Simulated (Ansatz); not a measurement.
`CC(C)OB(N)N` and `CC(C)[O][In]([Cl])[Cl]` differ in one atom or group.

Ansatz, PBE0-D4/def2-TZVP geometries, multiplicity 1. Each molecule was computed in one conformer, which needn't be the lowest.

Elements past krypton have def2 core potentials.

```
                                        property  `CC(C)OB(N)N`
              LUMO energy (PBE0/def2-TZVPP) / eV           0.86
               HOMO energy (PBE/def2-TZVPP) / eV          -5.30
             HOMO–LUMO gap (PBE/def2-TZVPP) / eV           5.37
size of the dipole moment (B3LYP/def2-TZVPP) / D           1.40
         HOMO–LUMO gap (ωB97M-V/def2-TZVPP) / eV          11.30
              HOMO energy (PBE0/def2-TZVPP) / eV          -6.74
```

(1) Give the same properties after the change, and the shifts. (Estimate.)

Results:

(1) Ansatz gave: 
```tsv
property	`CC(C)[O][In]([Cl])[Cl]`	shift
LUMO energy (PBE0/def2-TZVPP) / eV	-2.37	-3.23
HOMO energy (PBE/def2-TZVPP) / eV	-6.73	-1.43
HOMO–LUMO gap (PBE/def2-TZVPP) / eV	3.49	-1.88
size of the dipole moment (B3LYP/def2-TZVPP) / D	2.50	1.10
HOMO–LUMO gap (ωB97M-V/def2-TZVPP) / eV	10.18	-1.12
HOMO energy (PBE0/def2-TZVPP) / eV	-8.22	-1.48
```

With PBE0 the HOMO falls by 1.48 eV and the LUMO falls by 3.23 eV, so the gap narrows by about 1.75 eV. PBE moves the HOMO by -1.43 eV and ωB97M-V by -1.48 eV. Dipoles are sizes alone; their direction can turn.

B3LYP here is the variant with VWN-RPA as its local correlation; programs differ in this.
